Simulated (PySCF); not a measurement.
Trend along group 15: MBe molecules

CCSD(T) with double-zeta basis sets in PySCF, for the lowest determinant that a PBE0 search found; no spin–orbit coupling. De refers to high-spin ground-configuration atoms.

```csv
M,basis,"reference, frozen orbitals",state (unpaired electrons),Re (Å),ωe (cm⁻¹),De (eV)
N,aug-pcseg-1,"UHF, 1","quartet (σ ↑, π ↑↑)",1.652,829,1.02
P,pcseg-1,"UHF, 5","quartet (σ ↑, π ↑↑)",2.113,555,0.50
As,aug-cc-pVDZ/aug-cc-pVDZ-PP,"UHF, 4","quartet (σ ↑, π ↑↑)",2.209,495,0.72
Sb,x2c-SVPall,"UHF, 18","quartet (σ ↑, π ↑↑)",2.481,387,0.35
```

The shortest bond is that of BeN (1.652 Å), the longest that of BeSb (2.481 Å). BeN is bound most strongly (1.02 eV) and BeSb least (0.35 eV).

The rows differ in basis set, which adds steps of its own.

Down a group the atoms grow and get heavier, so bonds lengthen and wavenumbers fall; this series shows no clear exception.

Correlated steps freeze the inner cores (1 to 18 orbitals); shallow outer-core shells are correlated. Weak bonds: BeP, BeSb. Basis-set superposition, not corrected here, can be much of De in a small basis, most of all at correlated wavefunction levels. These are scalar-relativistic numbers at best; spin–orbit coupling would shift them, the dissociation energy most. States were picked by a PBE0 search and need not be the measured ground states.
